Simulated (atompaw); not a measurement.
barium (Ba): one change to a PAW (atompaw) potential, before and after

* Element: barium (Ba)
* Generator: atompaw 4.2.0.5
* Type: PAW
* Functional: LDA (PW92)
* Relativity: scalar-relativistic
* Frozen core: [Xe]
* Valence charge: 2
* Reference configuration: 5d0 6s2 6p0
* Partial waves: 6s (bound): rc 3.00 bohr; 6s channel at 2.6 Ry: rc 3.00 bohr; 6p (bound, empty): rc 3.00 bohr; 6p channel at 0.3 Ry: rc 3.00 bohr; 5d (bound, empty): rc 3.00 bohr; 5d channel at 3.9 Ry: rc 3.00 bohr; 4f channel at 0.35 Ry: rc 3.00 bohr
* Local potential: troulliermartins scheme with l = 4 at 0.5 Ry, radius 2.50 bohr
* Core correction: smooth core density matched at 2.55 bohr
* Augmentation charge: sinc compensation charge, radius 2.70 bohr; PAW radius 3.00 bohr; waves and projectors: custom polynom vanderbiltortho

All-electron outer shells of the reference configuration (LDA (PW92), scalar-relativistic, ld1.x):

| shell | level (eV) | outermost node (bohr) | outermost maximum (bohr) |
| --- | --- | --- | --- |
| 5s | -33.80 | 0.80 | 1.47 |
| 5p | -18.81 | 0.86 | 1.67 |
| 6s | -3.35 | 1.96 | 4.05 |
| 5d | -2.13 | 1.00 | 2.52 |
| 6p | -1.28 | 2.36 | 5.40 |

Change: local potential troulliermartins scheme with l = 4 at 0.5 Ry, radius 1.88 bohr.

Cutoffs: the cutoffs (Ry, on a coarse ladder) from which the occupation-weighted sum of valence levels, in a spherical-Bessel basis at the reference potential, stays within 10 and 1 mRy of its value at 400 Ry; they do not see the model core or the augmentation charge, which bear on the density cutoff.

**Question.** What does the change do?

**Answer.** Both files are so soft that the ladder of cutoffs tells neither apart; both files keep a bound ghost (p, s); the range in which the s phases agree narrows (upper end 4.7 → 1.7); the range in which the p phases agree narrows (upper end at the end of the scan → 3.7).

| quantity | base | changed |
| --- | --- | --- |
| cutoff, loose | 6 Ry | 6 Ry |
| cutoff, tight | 6 Ry | 6 Ry |
| bound ghosts | s, p | s, p |
| s: phases at 3.01 bohr within 0.05 rad from the reference energy up to (Ry; the scan ends near 5) | 4.7 | 1.7 |
| p: phases at 3.01 bohr within 0.05 rad from the reference energy up to (Ry; the scan ends near 5) | to the end of the scan | 3.7 |
| d: phases at 3.01 bohr within 0.05 rad from the reference energy up to (Ry; the scan ends near 5) | to the end of the scan | to the end of the scan |
| f: phases at 3.01 bohr within 0.05 rad from the reference energy up to (Ry; the scan ends near 5) | 0.5 | 0.5 |
| lowest overlap eigenvalue by channel | s 0.38, p 0.81, d 0.85, f 1.00 | s 0.35, p 0.81, d 0.85, f 1.00 |

 A true bound ghost makes a file unfit for plane-wave use even where its test errors are small: the radial tests pick states by their node count and pass the ghost by. The cutoffs see the waves, projectors and local potential, not the compensation charge or the core.
